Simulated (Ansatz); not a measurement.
Program: Ansatz 0.2.0.

A structure relaxed at PBE0-D4/def2-TZVP, charge 0, multiplicity 1:

```xyz
13

F     0.7408    1.4688   -2.5186
Si    0.6434    0.0264   -1.8930
F     2.0810   -0.6162   -1.9626
F    -0.3488   -0.8105   -2.7875
B     0.0007    0.0000   -0.0005
Si   -0.4619    1.7115    0.9227
F    -1.6141    2.4353    0.1269
F     0.8116    2.6396    0.9615
F    -0.9571    1.5274    2.4067
Si   -0.1810   -1.7379    0.9701
F    -1.6806   -1.9272    1.4174
F     0.2183   -2.9980    0.1132
F     0.7477   -1.7193    2.2436
```

Give its formula and SMILES.

BF9Si3, `F[Si](F)(F)B([Si](F)(F)F)[Si](F)(F)F`.

Point group (tolerance 0.08 Å, 0.16 Å for H)?

C3h.

Summarise the bond lengths by kind.

9 × F–Si 1.575 to 1.576 Å; 3 × B–Si 1.999 Å.
